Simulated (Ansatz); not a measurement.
Harmonic frequencies (cm⁻¹) at PBE0-D4/def2-TZVP from Ansatz: 72, 100, 126, 170, 235, 271, 345, 412, 420, 465, 511, 528, 648, 652, 714, 765, 905, 957, 1002, 1861, 2196, 2203, 2697, 3636.

Each molecule was computed in one conformer, which needn't be the lowest.

Question: Which molecule is it?
A. `OC[SiH2]O`
B. `N[SiH]1[SiH2][S][Zn]1`
C. `C[SiH]1N=C[Se]1`
D. `S[Si]1([ZnH])N[SiH2]1`

Answer: D.
